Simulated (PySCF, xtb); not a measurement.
C4H4, SMILES C12C3C1C23.

xtb 6.7.1 with GFN2-xTB at its own geometry gives an orbital gap of 9.08 eV and a dipole moment of 0.00 D.

Geometry: PBE0-D3(BJ)/def2-SVP.

Task: What does r2SCAN/def2-TZVPD in PySCF give? (Estimate from the structure and the level; the computed values follow.)

Result: gap 6.63 eV (levels -5.57 and 1.06 eV), dipole 0.00 D.
